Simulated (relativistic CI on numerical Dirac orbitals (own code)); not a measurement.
# Hyperfine structure of Tc XXXVII, mass number 99

Calculated at this level of theory: Dirac-Coulomb-Breit CI, orbitals from a KLI potential per configuration, model QED, unscaled Slater integrals (own radial code, finite nucleus).

Configuration list (outside the closed core 1s2): 2s²2p³, 2s2p⁴, 2p⁵, 2p⁴3s, 2p⁴3p, 2p⁴3d, 2s²2p²3s, 2s²2p²3p, 2s²2p²3d, 2s2p³3s, 2s2p³3p, 2s2p³3d, 2s²2p²4s, 2s²2p²4p, 2s²2p²4d, 2s²2p²4f. Levels of other configurations are missing.

Nuclear spin I = 9/2, μ = 5.678 μN, Q = -0.129 b (tables of Stone and Pyykkö). The electronic factors are computed for point nuclear moments, without core polarisation or the Bohr-Weisskopf and QED corrections.

```json
{"Level": "2s²2p³ ²D°5/2", "E (Ry)": "9.3273", "A (GHz)": "362.6", "B (GHz)": "0.111"}
{"Level": "2s²2p³ ²P°1/2", "E (Ry)": "10.9224", "A (GHz)": "1076", "B (GHz)": ""}
{"Level": "2s²2p³ ²P°3/2", "E (Ry)": "19.0747", "A (GHz)": "193.3", "B (GHz)": "38.3"}
{"Level": "2s2p⁴ ⁴P5/2", "E (Ry)": "19.8573", "A (GHz)": "823.6", "B (GHz)": "-17.1"}
{"Level": "2s2p⁴ ⁴P3/2", "E (Ry)": "29.4448", "A (GHz)": "647.8", "B (GHz)": "27.1"}
{"Level": "2s2p⁴ ²D5/2", "E (Ry)": "31.2362", "A (GHz)": "1013", "B (GHz)": "52"}
{"Level": "2s2p⁴ ²P1/2", "E (Ry)": "33.0549", "A (GHz)": "-581.7", "B (GHz)": ""}
{"Level": "2s2p⁴ ²P3/2", "E (Ry)": "33.9583", "A (GHz)": "84.93", "B (GHz)": "-2.9"}
```

Levels with J = 0, under 50 % of one LS term, or S terms without an open s electron are left out. Small factors come from cancelling terms and can be off by tens of per cent or more.

At this charge energies of transitions that change n are usually good to better than 1 %, and those within a shell (Δn = 0) to a few per cent.

Q: Give the hyperfine levels of 2s²2p³ ²D°5/2 relative to its centre of gravity.

A: With K = F(F + 1) − I(I + 1) − J(J + 1), E = AK/2 + B[¾K(K + 1) − I(I + 1)J(J + 1)]/[2I(2I − 1)J(2J − 1)]: F = 2: -4986, F = 3: -3898, F = 4: -2448, F = 5: -634.6, F = 6: 1541, F = 7: 4079 GHz.

LS names give the leading component of a level, which can be under half, so a name can repeat, a term be missing and a line seem to break the LS rules.
